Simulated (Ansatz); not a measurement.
PBE exchange is replaced step by step with exact exchange (0 % is PBE, 25 % PBE0; no dispersion term), basis def2-TZVP, Ansatz. System: SnHMe2F (C₂H₇FSn). Charge 0, multiplicity 1. Geometry: PBE0-D4/def2-SVP.

Geometry of the singlet:

Cartesian coordinates in Å:
```
Sn 0.636 0.006 -0.421
H 1.168 -0.055 -2.053
C -0.303 -1.797 0.246
H -1.222 -1.981 -0.329
H -0.558 -1.706 1.311
H 0.380 -2.647 0.111
C -0.455 1.781 0.064
H 0.137 2.669 -0.199
H -0.668 1.797 1.142
H -1.404 1.805 -0.489
F 2.288 0.129 0.615
```

In the def2 sets Sn takes a core potential; there is no spin–orbit coupling.

```json
{"exact exchange (%)": "0", "HOMO (eV)": "-7.02", "LUMO (eV)": "-0.86", "gap (eV)": "6.16"}
{"exact exchange (%)": "5", "HOMO (eV)": "-7.28", "LUMO (eV)": "-0.68", "gap (eV)": "6.60"}
{"exact exchange (%)": "10", "HOMO (eV)": "-7.54", "LUMO (eV)": "-0.50", "gap (eV)": "7.04"}
{"exact exchange (%)": "15", "HOMO (eV)": "-7.79", "LUMO (eV)": "-0.32", "gap (eV)": "7.47"}
{"exact exchange (%)": "25", "HOMO (eV)": "-8.30", "LUMO (eV)": "0.01", "gap (eV)": "8.32"}
{"exact exchange (%)": "35", "HOMO (eV)": "-8.81", "LUMO (eV)": "0.33", "gap (eV)": "9.14"}
```

Q: Fit a straight line to the column «gap (eV)» against the share of exact exchange and predict its value at 50 %.

A: With x = exact exchange (%) and y = gap (eV): mean x = 15, mean y = 7.455; Σ(x − x̄)(y − ȳ) = 72.4, Σ(x − x̄)² = 850; slope b = 0.08518, intercept a = ȳ − b·x̄ = 6.177. The residuals of the fitted rows reach 0.02. At x = 50 the line gives 6.177 + (0.08518 × 50) = 10.44; the run gave 10.36, 0.08 less than the line.
